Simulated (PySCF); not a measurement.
## SbF, CCSD: how much the basis matters

PySCF, UHF reference; triplet, unpaired electrons π ↑↑; De to Sb + F without counterpoise correction. Frozen cores follow the default of each basis and core potential.

```
             basis                           relativity  functions  Re (Å)  ωe (cm⁻¹)  De (eV)  frozen orbitals
cc-pVDZ-PP/cc-pVDZ  scalar-relativistic core potentials         37   1.956        622     3.06                5
          def2-SVP  scalar-relativistic core potentials         40   1.952        625     3.20                5
        x2c-SVPall                        spin-free X2C         50   1.948        626     3.23               19
         def2-SVPD  scalar-relativistic core potentials         55   1.972        593     3.66                5
        def2-TZVPP  scalar-relativistic core potentials         81   1.913        629     3.70                5
       def2-TZVPPD  scalar-relativistic core potentials         96   1.918        618     3.78                5
```

(1) How does each smaller set differ from the one with most functions, def2-TZVPPD?

Correlated steps freeze the inner cores (5 to 19 orbitals); shallow outer-core shells are correlated. Correlated levels converge slowly with the basis: in double zeta they bind strong bonds too weakly, by up to about 1 eV, and carry superposition errors of some tenths. Spin–orbit coupling is left out, which matters for elements this heavy, above all for dissociation energies. The state is the lowest determinant that a PBE0 search found; another state may lie lower at other levels.

Answers

(1) cc-pVDZ-PP/cc-pVDZ: +3.8 pm, +0.6 % in ωe, -0.72 eV in De; def2-SVP: +3.4 pm, +1.1 % in ωe, -0.58 eV in De; x2c-SVPall: +3.0 pm, +1.3 % in ωe, -0.55 eV in De; def2-SVPD: +5.4 pm, -4.0 % in ωe, -0.12 eV in De; def2-TZVPP: -0.5 pm, +1.8 % in ωe, -0.08 eV in De. All at CCSD; the set with most functions is neither the basis-set limit nor always the best. The rows treat relativity differently, so the differences are not basis effects alone.
